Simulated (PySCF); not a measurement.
SMILES C([CH2])OB(OCC)OCC (C6H14BO3), doublet, GFN2-xTB optimised geometry.

```
24

C     -2.13     2.63     0.18
C     -0.85     1.90     0.16
O     -1.08     0.52     0.00
B     -0.20    -0.51     0.00
O      1.17    -0.51     0.00
C      2.07     0.54    -0.26
C      2.14     0.87    -1.75
O     -0.82    -1.72     0.01
C     -0.10    -2.94    -0.01
C      0.41    -3.32     1.37
H     -3.05     2.09     0.10
H     -2.12     3.70     0.28
H     -0.30     2.08     1.10
H     -0.21     2.28    -0.65
H      3.05     0.19     0.08
H      1.81     1.44     0.32
H      1.16     1.18    -2.12
H      2.85     1.68    -1.91
H      2.46     0.00    -2.31
H     -0.81    -3.70    -0.37
H      0.74    -2.87    -0.71
H      1.12    -2.57     1.72
H     -0.41    -3.37     2.08
H      0.91    -4.29     1.33
```

Density from unrestricted B3LYP/def2-SVP in PySCF at that geometry.

Minimum of the electron density along straight lines between bonded atoms, close to the bond critical point (lines longer than 1.1 times the sum of covalent radii, or with two minima, are not listed):

```csv
bond,length / Å,ρ at the minimum / e bohr⁻³,∇²ρ there / e bohr⁻⁵,position (fraction from the first atom)
C1–C2,1.472,0.275,…,0.49
C2–O3,1.404,0.257,-0.39,0.34
O3–B4,1.360,0.200,1.05,0.67
B4–O5,1.371,0.194,1.03,0.33
O5–C6,1.409,0.252,-0.34,0.66
C6–C7,1.526,0.249,-0.59,0.51
B4–O8,1.361,0.205,1.04,0.33
O8–C9,1.414,0.252,-0.38,0.66
C9–C10,1.525,0.250,-0.59,0.51
C1–H11,1.069,0.286,-1.11,0.64
C1–H12,1.071,0.285,-1.09,0.63
C2–H13,1.109,0.272,-0.98,0.63
C2–H14,1.108,0.273,-0.98,0.63
C6–H15,1.096,0.283,-1.08,0.63
C6–H16,1.096,0.282,-1.06,0.63
C7–H18,1.087,0.277,-1.02,0.62
C7–H19,1.087,0.278,-1.03,0.63
C9–H20,1.095,0.283,-1.08,0.63
C9–H21,1.096,0.283,-1.07,0.63
C10–H22,1.086,0.279,-1.03,0.63
C10–H23,1.087,0.278,-1.02,0.63
C10–H24,1.087,0.276,-1.01,0.62
```

Question: What belongs in the gaps?

Answer: 
- C1–C2, ∇²ρ there / e bohr⁻⁵: -0.69
